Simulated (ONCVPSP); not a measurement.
# Reading a pseudo-wave (oxygen (O))

Columns: radius, all-electron u(r) and pseudo u(r) of the 2s shell (level -23.75 eV) of oxygen in the configuration [He] 2s2 2p4; LDA (Perdew-Wang 92), scalar-relativistic, ONCV scheme, ONCVPSP 4.0.1.

| r (bohr) | all-electron | pseudo |
| --- | --- | --- |
| 0.065 | -0.3790 | 0.0539 |
| 0.130 | -0.4036 | 0.1147 |
| 0.195 | -0.2628 | 0.1853 |
| 0.260 | -0.0576 | 0.2679 |
| 0.325 | 0.1584 | 0.3640 |
| 0.390 | 0.3584 | 0.4692 |
| 0.455 | 0.5304 | 0.5763 |
| 0.520 | 0.6704 | 0.6812 |
| 0.585 | 0.7785 | 0.7782 |
| 0.650 | 0.8575 | 0.8568 |
| 0.715 | 0.9109 | 0.9109 |
| 0.780 | 0.9426 | 0.9426 |
| 0.845 | 0.9565 | 0.9565 |
| 0.910 | 0.9559 | 0.9558 |
| 0.975 | 0.9439 | 0.9438 |
| 1.040 | 0.9230 | 0.9229 |
| 1.105 | 0.8955 | 0.8955 |
| 1.170 | 0.8632 | 0.8632 |
| 1.235 | 0.8276 | 0.8275 |
| 1.300 | 0.7897 | 0.7897 |
| 1.365 | 0.7507 | 0.7507 |
| 1.430 | 0.7113 | 0.7112 |
| 1.495 | 0.6719 | 0.6719 |
| 1.560 | 0.6332 | 0.6332 |
| 1.625 | 0.5954 | 0.5954 |
| 1.690 | 0.5587 | 0.5587 |

Task: How many radial nodes do the two functions have?

Result: The all-electron 2s function has n − l − 1 = 1; the pseudo-wave has 0, since the states of the same l below it are removed with the core.

Task: At about which radius was the pseudo-wave matched?

Result: 0.75 bohr, where the columns begin to agree (steps of 0.07 bohr).

Task: Where does each function peak?

Result: Outermost all-electron maximum near 0.84 bohr, pseudo maximum near 0.84 bohr (to the table’s step).

Task: Is the pseudo-wave norm-conserving?

Result: Yes: the ONCV scheme keeps the norm inside the radius equal to the all-electron one, which fixes the energy derivative of the logarithmic derivative at the level.
